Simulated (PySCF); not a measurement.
Fe(3+): ionisation energy

Fe(3+) [Ar] 3d5 [3d3/2^4 3d5/2^1, M_J = 5/2] → Fe(4+) [Ar] 3d4 [3d3/2^4, M_J = 0], as a difference of total energies. Computed with PySCF 2.14 in x2c-TZVPall-2c (6s7p4d1f, 54 functions), with the two-component X2C-1e Hamiltonian. Correlated levels: [Ne] frozen. "Screened" scales the spin-orbit matrix elements by Boettger's factors to mimic the two-electron term; Breit and QED terms are absent.

```json
{"method": "GHF (spin-free)", "ionisation energy (eV)": "53.729"}
{"method": "GMP2 (spin-free)", "ionisation energy (eV)": "54.641"}
{"method": "GHF (screened spin-orbit)", "ionisation energy (eV)": "53.655"}
{"method": "GMP2 (screened spin-orbit)", "ionisation energy (eV)": "54.567"}
```

**Question.** How much does correlation contribute at GMP2 (screened spin-orbit)?

**Answer.** 54.567 − (53.655) = 0.912 eV, measured against GHF (screened spin-orbit).

Errors of the correlated levels include the incompleteness of this basis and the frozen core.

The labels give the starting determinants; with spin-orbit coupling the two ends relaxed to ⟨J²⟩ = 8.75, ⟨L²⟩ = 0.00, ⟨S²⟩ = 8.75 and ⟨J²⟩ = 3.90, ⟨L²⟩ = 6.00, ⟨S²⟩ = 6.00.

The determinant of Fe(4+) mixes levels of different J (the jj label is only the starting occupation), so the difference between spin-free and spin-orbit rows is not the physical spin-orbit shift.

For comparison: 54.91 ± 0.04 eV (measured; NIST Atomic Spectra Database, ionization energies).
